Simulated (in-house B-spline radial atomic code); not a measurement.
# Functionals against ionisation energies along an isoelectronic series: Au to Pb³⁺

Ionisation energies as differences of self-consistent total energies from a B-spline radial code for spherical atoms: all electrons, radial basis limit, scalar-relativistic (one-electron X2C), spin-polarised at highest spin, spherical densities; exact exchange is averaged over the determinants of each configuration. No spin-orbit coupling, Breit or QED terms. NIST's values run from ground level to ground level, so in open shells the differences also hold multiplet and fine-structure energies that spherical high-spin averages miss. Columns give computed minus NIST, in eV; a star marks a semi-empirical value. Species are left out where the tabulated value is theory, is uncertain by more than 0.12 eV, or (13 ions, such as In⁴⁺, Te⁴⁺ and Bi⁴⁺) lies off its series for all methods alike, which flatters the means a little.

| species | shell | NIST (eV) | Hartree-Fock | PBEsol | BLYP | HSE06 |
| --- | --- | --- | --- | --- | --- | --- |
| Au | 6s | 9.23 | -1.55 | +0.39 | +0.35 | +0.04 |
| Hg⁺ | 6s | 18.76 | -1.63 | +0.44 | +0.44 | +0.07 |
| Tl²⁺ | 6s | 29.85 | ? | ? | ? | ? |
| Pb³⁺ | 6s | 42.33 | -1.77 | +0.59 | +0.67 | +0.17 |

Q: What are the differences for Tl²⁺ ([Xe] 4f14 5d10 6s1)?

A: Hartree-Fock -1.70; PBEsol +0.51; BLYP +0.56; HSE06 +0.12 eV.

Q: How do the methods rank, and which species is hardest?

A: Mean absolute (signed) differences: HSE06 0.10 (+0.10) eV; PBEsol 0.48 (+0.48) eV; BLYP 0.51 (+0.51) eV; Hartree-Fock 1.66 (-1.66) eV. For Pb³⁺, which loses a 6s electron, the nearest method is off by +0.17 eV, the largest such miss. Hartree-Fock comes too low mainly by the correlation energy of the removed electron.
